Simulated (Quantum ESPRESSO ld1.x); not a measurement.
The mean radii <r> (bohr) of the occupied orbitals of an atom or ion are listed with their occupations. All-electron calculation, scalar-relativistic Kohn-Sham, PBE, spin-unpolarised, spherical densities, point nucleus. Program: ld1.x of Quantum ESPRESSO 7.5.

orbital  occ.      <r>
1s          2  0.02558
2s          2   0.1097
2p          6  0.09619
3s          2   0.2919
3p          6   0.2899
3d         10   0.2665
4s          2   0.6726
4p          6   0.7132
4d         10   0.7922
5s          2    1.518
5p          2    1.684

Name the element and its charge.

Answer. Z = 56, barium, charge +6: Ba6+ in [Kr] 4d10 5s2 5p2. The 1s radius gives Z: for a bare nucleus <r> = (2 gamma + 1)/(2Z) with gamma = sqrt(1 - (Z/c)^2), 0.02523 bohr for Z = 56, and screening makes it slightly larger (0.02558 here). The occupations add up to 50, and the charge is Z minus that.
